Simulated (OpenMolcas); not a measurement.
# Computed transition rates of Ne VI

```yaml
Program: OpenMolcas
Method: "SS-RASPT2, IPEA 0.25 Eh, imaginary shift 0.1 Eh (closed shells correlated: 1s)"
Basis: ANO-RCC [8s7p4d3f2g]
Scalar_Hamiltonian: DKH2, point nucleus
Active_space: 3 electrons in 9 orbitals (RAS2 2s 2p; RAS3 3d, at most 2 electrons)
State_averaging: 2S+1 = 4 odd, 1 root; 2S+1 = 2 odd, 11 roots (3 in the spin-orbit step); 2S+1 = 4 even, 3 roots; 2S+1 = 2 even, 9 roots
Spin-orbit_coupling: RASSI with atomic mean-field integrals over the reference wave functions, term energies averaged over their components
```

Rates come from the transition moments of the reference wave functions (E1 and E2 in the length form). At fixed line strength A goes as λ^-3 for E1 and M1 and as λ^-5 for E2, so a rate at the computed wavelength can be rescaled to the measured one. Measured vacuum wavelengths follow from level energies in NIST levels in Podobedova, Fuhr, Reader and Wiese, J. Phys. Chem. Ref. Data 33, 525 (2004). Branching counts decays inside the model space alone, at computed energies, and the table is only a selection of the E1 lines, drawn from those between levels with measured partners whose computed energy lies within a factor of 1.5 of the measured one.

```
        Upper           Lower  Type  λ computed (nm)  λ measured (nm)  A computed (s-1)  A rescaled (s-1)  Branching %
2s 2p2 2D 3/2  2s2 2p 2P* 3/2    E1            56.16            56.27          1.73e+08          1.72e+08         15.3
2s 2p2 2D 5/2  2s2 2p 2P* 3/2    E1            56.16            56.28          1.11e+09          1.10e+09        100.0
2s 2p2 2D 3/2  2s2 2p 2P* 1/2    E1            55.78            55.86          9.53e+08          9.49e+08         84.7
2s 2p2 2S 1/2  2s2 2p 2P* 3/2    E1            43.49            43.56          3.06e+09          3.05e+09         61.6
2s 2p2 2S 1/2  2s2 2p 2P* 1/2    E1            43.26            43.32          1.90e+09          1.89e+09         38.4
2s 2p2 2P 1/2  2s2 2p 2P* 3/2    E1            40.24            40.33          3.77e+09          3.74e+09         35.8
2s 2p2 2P 3/2  2s2 2p 2P* 3/2    E1            40.11            40.19          8.84e+09          8.79e+09         83.4
2s 2p2 2P 1/2  2s2 2p 2P* 1/2    E1            40.05            40.11          6.78e+09          6.75e+09         64.2
2s 2p2 2P 3/2  2s2 2p 2P* 1/2    E1            39.92            39.98          1.75e+09          1.74e+09         16.6
```

The largest correction is for 2s 2p2 2P 1/2 → 2s2 2p 2P* 3/2 (E1): 3.77e+09 × (40.24 / 40.33)^3 = 3.74e+09 s-1, a factor of 0.99.

The computed rate and branching of 2s 2p2 2D 5/2 → 2s2 2p 2P* 3/2 give the upper level a radiative lifetime of 1.000 / 1.11e+09 s-1 = 9.01e-10 s, counting decays inside the model space alone. The rescaled rate gives about 9.1e-10 s.

The computed order of these levels differs from the measured one in 1 place, and where term gaps are wrong the rates of spin-changing lines can be off by large factors.

No measured rate stands beside these. Rescaling mends the energy factor alone: line strengths can still be far off where a level mixes with configurations outside the active space, and weak or spin-changing lines hang on small mixing coefficients that depend on the term gaps too, so rescaling need not improve them.

Active for correlation alone: 3d; no level in the range computed is led by a configuration that fills it, so any true level of that kind is missing. Measured partners are found by configuration, term and J. A level has none where our copy of the source lacks it or the pairing is in doubt (some pairs that miss far off the trend of their configuration count as doubtful). Levels of configurations outside the active space are missing.

* marks odd parity.
